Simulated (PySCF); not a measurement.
## Ionisation energy of Kr+ by level of theory

Kr+ [Ar] 3d10 4s2 4p5 (2P) → Kr(2+) [Ar] 3d10 4s2 4p4 (3P), as a difference of total energies. Calculation: PySCF 2.14, in aug-cc-pVTZ-DK (7s6p4d2f, 59 functions); the spin-free X2C one-electron Hamiltonian (Gaussian nucleus). Correlated levels: valence: [Ar] 3d10 frozen. The calculations carry no spin-orbit coupling.

```csv
method,ionisation energy (eV),plus first-order spin-orbit estimate,error of that sum (eV)
UHF,23.232,23.208,-1.152
LDA,24.611,24.587,+0.227
PBE,24.304,24.280,-0.080
PBE0,24.344,24.321,-0.039
r2SCAN,24.418,24.394,+0.034
M06-2X,24.157,24.133,-0.227
B97-3,24.326,24.303,-0.057
B3LYP,24.455,24.431,+0.071
HSE06,24.359,24.336,-0.024
MP2 (valence),24.073,24.049,-0.311
SCS-MP2 (valence),24.071,24.047,-0.313
```

Reference: 24.360 eV (measured; NIST Atomic Spectra Database, ionization energies).

A first-order spin-orbit estimate (lowest level to lowest level, LS coupling) adds -0.024 eV.

Errors of the correlated levels include the incompleteness of this basis and the frozen core.
